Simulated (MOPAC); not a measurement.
MOPAC input (PM3):

```
PM3 PRECISE GNORM=0.05 LET XYZ CHARGE=-1 GEO-OK AUX(PRECISION=9) THREADS=1
H6N3Si

N    -1.27409500 1    0.90919000 1   -0.58087900 1
Si   -0.03167100 1    0.21042300 1    0.24779900 1
N     1.57595000 1    0.34715400 1   -0.51571900 1
N    -0.40896200 1   -1.51485000 1    0.52638800 1
H    -1.09583900 1    1.83584400 1   -0.95764500 1
H     0.35554800 1    0.60809400 1    1.67134500 1
H     2.27266100 1   -0.27719100 1   -0.12108800 1
H     1.52691500 1    0.16815700 1   -1.51298300 1
H    -0.66124900 1   -1.69716400 1    1.49116700 1
H    -1.20488600 1   -1.77412900 1   -0.04851600 1
```

From the output:

```
                                                       MOPAC v23.2.5 Linux

          FINAL HEAT OF FORMATION =        -39.25022 KCAL/MOL =    -164.22292 KJ/MOL

          COSMO AREA              =        112.57 SQUARE ANGSTROMS
          COSMO VOLUME            =        100.30 CUBIC ANGSTROMS

          GRADIENT NORM           =          0.04859          =       0.01537 PER ATOM
          IONIZATION POTENTIAL    =          2.441024 EV
          HOMO LUMO ENERGIES (EV) =         -2.441  6.023
          NO. OF FILLED LEVELS    =         13
          MOLECULAR WEIGHT        =         76.1530         POINT GROUP:  C1

          MOLECULAR DIMENSIONS (Angstroms)

            Atom       Atom       Distance
            H     7    H     5     4.44409
            H     9    H     8     4.20111
            H     6    H    10     3.38620

          SCF CALCULATIONS        =         65

   ATOM   CHEMICAL          X               Y               Z
  NUMBER   SYMBOL      (ANGSTROMS)     (ANGSTROMS)     (ANGSTROMS)

     1       N         -1.21689018  *   0.93093000  *  -0.73060484  *
     2      Si         -0.00212667  *   0.27391224  *   0.30802509  *
     3       N          1.60653565  *   0.22539302  *  -0.53344039  *
     4       N         -0.37174674  *  -1.48937310  *   0.60542226  *
     5       H         -1.60469910  *   1.79682894  *  -0.43566160  *
     6       H          0.30250683  *   0.83151813  *   1.69984437  *
     7       H          2.12697849  *  -0.61591668  *  -0.37934129  *
     8       H          1.52649811  *   0.35447812  *  -1.52298733  *
     9       H         -1.00744954  *  -1.62251045  *   1.36766267  *
    10       H         -0.77264586  *  -1.93804221  *  -0.19556538  *

                             CARTESIAN COORDINATES

   1    N       -1.216890175     0.930930004    -0.730604837
   2   Si       -0.002126668     0.273912236     0.308025094
   3    N        1.606535653     0.225393024    -0.533440393
   4    N       -0.371746735    -1.489373105     0.605422262
   5    H       -1.604699103     1.796828941    -0.435661599
   6    H        0.302506831     0.831518126     1.699844374
   7    H        2.126978494    -0.615916676    -0.379341291
   8    H        1.526498105     0.354478117    -1.522987333
   9    H       -1.007449539    -1.622510450     1.367662667
  10    H       -0.772645863    -1.938042210    -0.195565376

           Empirical Formula: H6 N3 Si  =    10 atoms

      MOLECULAR POINT GROUP   :   C1

                  EIGENVALUES
 -23.29752 -22.12994 -18.73172 -10.84159 -10.12578  -9.76108  -8.05156  -7.20095
  -6.69874  -4.55868  -4.30152  -2.93589  -2.44102   6.02334   6.38302   6.62843
   8.01482   9.34108   9.55647  10.39721  10.59149  11.78915

              NET ATOMIC CHARGES AND DIPOLE CONTRIBUTIONS

  ATOM NO.   TYPE          CHARGE      No. of ELECS.   s-Pop       p-Pop
    1          N          -0.689118        5.6891     1.71286     3.97625
    2         Si           0.255470        3.7445     1.11135     2.63318
    3          N          -0.231657        5.2317     1.47499     3.75667
    4          N          -0.263831        5.2638     1.48968     3.77415
    5          H           0.039944        0.9601     0.96006
    6          H          -0.166451        1.1665     1.16645
    7          H           0.006242        0.9938     0.99376
    8          H           0.020687        0.9793     0.97931
    9          H           0.009382        0.9906     0.99062
   10          H           0.019330        0.9807     0.98067
 DIPOLE           X         Y         Z       TOTAL
 POINT-CHG.     2.306    -1.550     1.058     2.973
 HYBRID        -0.940    -0.481     0.316     1.102
 SUM            1.366    -2.031     1.375     2.807

          ATOMIC ORBITAL ELECTRON POPULATIONS

     Atom    s        px        py        pz
    1  N   1.71286   1.35615   1.27316   1.34694
    2 Si   1.11135   0.88421   0.88608   0.86289
    3  N   1.47499   1.29944   1.36247   1.09476
    4  N   1.48968   1.45510   1.28531   1.03374
    5  H   0.96006
    6  H   1.16645
    7  H   0.99376
    8  H   0.97931
    9  H   0.99062
   10  H   0.98067

 **********************
 *                    *
 * JOB ENDED NORMALLY *
 *                    *
 **********************

 == MOPAC DONE ==
```

The dipole moment of an ion depends on the origin.

The geometry given is a B3LYP-D3(BJ)/def2-TZVP minimum.
